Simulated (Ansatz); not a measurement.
Basis-set extrapolation for `N[Si]1(S)CBO1` (PBE0-D4/def2-TZVP geometry, frozen core, the Gaussian-basis code of Ansatz). Multiplicity 1, RHF reference.

```json
{"": "HF", "def2-TZVPP": "-882.085147", "def2-QZVPP": "-882.115082"}
{"": "MP2 correlation", "def2-TZVPP": "-1.002911", "def2-QZVPP": "-1.079473"}
{"": "CCSD(T) correlation", "def2-TZVPP": "-1.093189", "def2-QZVPP": "not run"}
```

Energies in hartree. Use E(X) = E(∞) + A·exp(−7.88·√X) for Hartree–Fock and E(X) = E(∞) + B·X^(−2.97) for correlation, with X = 3 and 4, and add CCSD(T) minus MP2 of the smaller set to the MP2 limit.

Question: What is the CCSD(T) energy at the basis-set limit?

Answer: HF limit: -882.115082 + (-0.029935) × 0.13774 = -882.11921. MP2 limit: -1.079473 + (-0.076562) × 0.74074 = -1.13619. Higher-order term: -1.093189 − (-1.002911) = -0.09028. Total: -883.34568 hartree, 4.55 eV below CCSD(T)/def2-TZVPP.
